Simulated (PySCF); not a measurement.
**Telling isomers of C5H9ClO2Si apart by NMR**

[PySCF 2.14: σ from GIAO-PBE0/pcSseg-1; geometry: GFN2-xTB; averaged over atoms made equivalent by symmetry, fast rotation or ring inversion; no solvent; relativity neglected; a single conformation]

Referencing at the same level of theory: ¹H and ¹³C against TMS. Where no couplings were computed, multiplicities follow the n + 1 count of equivalent neighbours, and m marks all less simple cases (inequivalent or close neighbours, rings, F or P nearby). Shifts are as computed. Against solution values, carbons near 30 ppm lie about +3 ppm off and those near 130 ppm about +5 ppm; carbons on Cl a further +6 ppm. Of 1309 compounds with measured shifts, 239 miss one by over three times the rms of a fit or turn the order of signals round; such compounds aren't used in these exercises. Carbons bonded to Cl come out too deshielded.

(1) Tabulate the signals of `COCOC1=C([SiH2]Cl)C1`, `C[C@@H](Cl)/C(C=O)=C/O[SiH3]`, `C=C[C@@H]1COC[Si@@H](Cl)O1` and their relative energies.

(2) What is the quickest way to tell C[C@@H](Cl)/C(C=O)=C/O[SiH3] from C=C[C@@H]1COC[Si@@H](Cl)O1?

(3) What is the quickest way to tell COCOC1=C([SiH2]Cl)C1 from C[C@@H](Cl)/C(C=O)=C/O[SiH3]?

(4) What is the quickest way to tell COCOC1=C([SiH2]Cl)C1 from C=C[C@@H]1COC[Si@@H](Cl)O1?

Answers

(1) 
```tsv
SMILES	carbon types	δC	δH	E rel. (kcal/mol)
COCOC1=C([SiH2]Cl)C1	2×C 2×CH2 1×CH3	171.5, 103.9, 66.8, 60.0, 18.4	5.69 (s, 2H), 5.54 (s, 2H), 3.80 (s, 3H), 1.75 (s, 2H)	62.4
C[C@@H](Cl)/C(C=O)=C/O[SiH3]	1×C 3×CH 1×CH3	194.6, 177.4, 126.2, 59.8, 33.4	9.01 (s, 1H), 7.66 (s, 1H), 5.43 (s, 3H), 4.51 (q, 1H), 1.60 (d, 3H)	30.1
C=C[C@@H]1COC[Si@@H](Cl)O1	2×CH 3×CH2	147.2, 124.0, 79.9, 76.6, 68.3	6.07 (m, 1H), 6.01 (m, 1H), 5.83 (m, 1H), 5.62 (m, 1H), 4.71 (m, 1H), 3.86 (m, 1H), 3.80 (m, 1H), 3.78 (m, 1H), 3.58 (m, 1H)	0.0
```

Energies are electronic energies at PBE0/pcSseg-1 on these geometries, without zero-point or thermal terms, each for the one conformer computed, which needn't be the lowest.

(2) Both give the same number of carbon signals, but DEPT or the intensities differ. The first has a β carbon of an enol-ether or enamine type C=C (C) at 126.2 ppm, the second a terminal =CH2 carbon at 124.0 ppm. Their most deshielded carbons lie at 194.6 and 147.2 ppm. In the proton spectra the most deshielded non-exchanging signals are 9.01 (s, 1H) and 6.07 (m, 1H).

(3) Both give the same number of carbon signals, but DEPT or the intensities differ. The first has an sp3 carbon bearing two oxygens (CH2) at 103.9 ppm, the second an aldehyde carbonyl carbon (CH) at 194.6 ppm. Their most deshielded carbons lie at 171.5 and 194.6 ppm. In the proton spectra the most deshielded non-exchanging signals are 5.69 (s, 2H) and 9.01 (s, 1H).

(4) Both give the same number of carbon signals, but DEPT or the intensities differ. The first has an alkene carbon bearing oxygen (C) at 171.5 ppm, the second an alkene CH at 147.2 ppm.
